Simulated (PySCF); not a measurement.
## Selenium: a sound run and one with changed settings

Sound run: Se [Ar] 3d10 4s2 4p4, Se⁺ [Ar] 3d10 4s2 4p3. Calculation: PySCF 2.14, in pcseg-2 (6s5p3d1f, 43 functions); no relativity, point nucleus. In the sound run the correlated levels freeze [Ar] 3d10. The sound run starts from symmetry-adapted Hartree-Fock orbitals and uses a fine grid where one is needed.

Changed run: all electrons correlated in a basis built for the valence shell.

```csv
species,method,sound run (hartree),changed run (hartree),converged
Se,MP2,-2399.94380,-2400.05341,yes
Se⁺,MP2,-2399.60380,-2399.71154,yes
```

Ionisation energy of Se:

```
 method  sound run (eV)  changed run (eV)
    UHF           8.595             8.595
    MP2           9.252             9.303
SCS-MP2           9.315             9.347
```

A valence basis has no tight correlating functions, so it recovers only part of the core correlation, and not evenly between atom and ion.

For comparison, NIST gives 9.752 eV between the lowest levels.
